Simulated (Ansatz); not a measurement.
`C[O][Mg][Br]` + `O[SiH](F)[SiH3]` → `[MgH][Br]` + `CO[SiH2][SiH](O)F`  (redistribution)

Isolated molecules relaxed with PBE0-D4/def2-TZVP in Ansatz; ΔE leaves out vibrations. CCSD(T)/CBS is the MP2 limit (def2-TZVPP, def2-QZVPP) plus CCSD(T) − MP2 in def2-TZVPP, frozen cores. Functionals use def2-TZVPP. B3LYP here is the variant with VWN-RPA as its local correlation; programs differ in this. For Br, Mg outer-core shells are correlated without core-valence functions, which leaves a few kJ/mol of doubt a bond. Scalar relativity is left out up to krypton. One conformer a species, not always the lowest.

Q: Is it downhill or uphill in electronic energy at CCSD(T)/CBS, and by how much? (Estimate.)

A: Ansatz gave: Uphill: ΔE = +40.4 kJ/mol.

Q: What do these levels give: r2SCAN-D4, B3LYP-D4, ωB97X-V, ωB97M-V, PBE, B3LYP, HF/def2-TZVPP, SCS-MP2/def2-TZVPP, CCSD/def2-TZVPP, HF/def2-QZVPP, MP2/def2-QZVPP, CCSD/CBS(def2)? (An estimate is asked.)

A: Ansatz gave: r2SCAN-D4 37.0, B3LYP-D4 30.9, ωB97X-V 30.4, ωB97M-V 29.0, PBE 37.0, B3LYP 36.9, HF/def2-TZVPP 26.7, SCS-MP2/def2-TZVPP 36.1, CCSD/def2-TZVPP 33.8, HF/def2-QZVPP 28.9, MP2/def2-QZVPP 42.6, CCSD/CBS(def2) 40.9 kJ/mol.

Largest T1 diagnostic among the species: 0.013.

In def2-TZVPP, CCSD(T) changes the Hartree–Fock value by +6.7 kJ/mol (the triples alone add −0.5 kJ/mol) and MP2 by +11.1 kJ/mol. The D4 term adds −5.9 kJ/mol with B3LYP and −3.3 kJ/mol with PBE0; it sums over pairs of atoms, weighted by their polarisabilities, and B3LYP, whose exchange is more repulsive, gets the larger term.
